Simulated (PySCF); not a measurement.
# C₆ coefficients of unlike pairs at UHF

Calculated with PySCF 2.14 from the dipole response of each species, C₆(A,B) = (3/π) ∫ α_A(iu) α_B(iu) du, in atomic units, from isotropic polarisabilities. For ions this is the dispersion term alone; charge-induced terms of lower order in 1/R come first.

```json
{"species": "Ba", "configuration": "[Xe] 6s2 (1S)", "basis": "aug-cc-pwCVTZ-X2C with one added diffuse shell each of s, p, d, f type (12s11p9d5f)", "relativity": "spin-free X2C", "α (bohr³)": "324.4", "C₆ (like pair)": "6897"}
{"species": "Al³⁺", "configuration": "[Ne] (1S)", "basis": "aug-cc-pV(Q+d)Z with one added diffuse shell each of s, p, d, f, g type (8s7p6d4f3g)", "relativity": "none", "α (bohr³)": "0.2447", "C₆ (like pair)": "0.2066"}
{"species": "B³⁺", "configuration": "1s2 (1S)", "basis": "aug-cc-pCVTZ-DK with one added diffuse shell each of s, p, d, f type (8s7p5d3f)", "relativity": "spin-free X2C", "α (bohr³)": "0.01840", "C₆ (like pair)": "0.002350"}
{"species": "F", "configuration": "[He] 2s2 2p5 (2P)", "basis": "aug-cc-pwCVDZ (5s4p2d)", "relativity": "none", "α (bohr³)": "2.710", "C₆ (like pair)": "6.926"}
```

Q: Estimate C₆ for B³⁺ with Al³⁺.

A: The integral gives 0.02088. The combination rule 2 C_A C_B / (C_A α_B/α_A + C_B α_A/α_B) gives 0.02075 and the geometric mean 0.02203.

No spin-orbit coupling is included.

The other pairs:

```tsv
pair	C₆
B³⁺, Ba	0.9656
F, B³⁺	0.08859
F, Al³⁺	1.022
F, Ba	120.4
Al³⁺, Ba	12.37
```
